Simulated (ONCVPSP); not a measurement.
# Plane-wave convergence, ONCV potential for tungsten

| Property | Result |
| --- | --- |
| Element | W (Z = 74) |
| Generator | ONCVPSP 4.0.1 |
| Type | optimised norm-conserving Vanderbilt (ONCV) |
| Functional | PBE |
| Relativity | fully relativistic |
| Frozen core | [Kr] 4d10 4f14 5s2 |
| Valence charge | 12 |
| Reference configuration | 5p6 5d4 6s2 |
| Partial waves | 6s: rc 2.15 bohr, ncon 3, nbas 6, qcut 2.4 1/bohr, 1 projector; 5p: rc 1.40 bohr, ncon 4, nbas 9, qcut 5.9 1/bohr, 3 projectors, debl 2.6 Ha; 5d: rc 2.15 bohr, ncon 4, nbas 9, qcut 8.5 1/bohr, 1 projector |
| Local potential | polynomial inside 1.15 bohr (lpopt 5, dvloc0 0 Ha) |
| Core correction | Teter function, fcfact 3, rcfact 1.5 |

Open shells are filled in proportion to 2j + 1.

Task: For each optimised wave give the share of its norm inside rc, the residual kinetic energy above qcut (Ha) and the cutoffs (Ha) for errors of 10, 1, 0.1 and 0.01 mHa per electron.

Result:

```
               wave  norm inside rc  residual KE  10 mHa  1 mHa  0.1 mHa  0.01 mHa
                 6s           0.170      1.8e-03     2.0    3.4     11.1      42.2
           5p j=3/2           0.654      3.6e-03    10.2   55.3    134.6     171.2
p projector 2 j=3/2           0.051      1.4e-03     7.5   18.7     44.6     103.0
p projector 3 j=3/2           0.046      4.7e-03    10.9   24.0     67.5     184.8
           5p j=1/2           0.745      2.4e-03     9.5   47.0    133.1     166.2
p projector 2 j=1/2           0.047      1.0e-03     8.6   17.5     43.3     109.6
p projector 3 j=1/2           0.051      3.5e-03    10.6   23.8     66.9     172.5
           5d j=5/2           0.609      1.2e-09    11.0   15.3     19.2      23.0
           5d j=3/2           0.648      1.3e-09    11.8   16.2     20.3      24.1
```

The occupied waves need 55 Ha and 135 Ha for 1 and 0.1 mHa. Note: ghosts flagged at negative energy: s at -258.7 eV; GHOST(+) flagged for s at 4.0 eV, p3/2 at 507.4 eV. A true bound ghost makes a file unfit for plane-wave use. 4 of 4 tests not solved or not reliable.
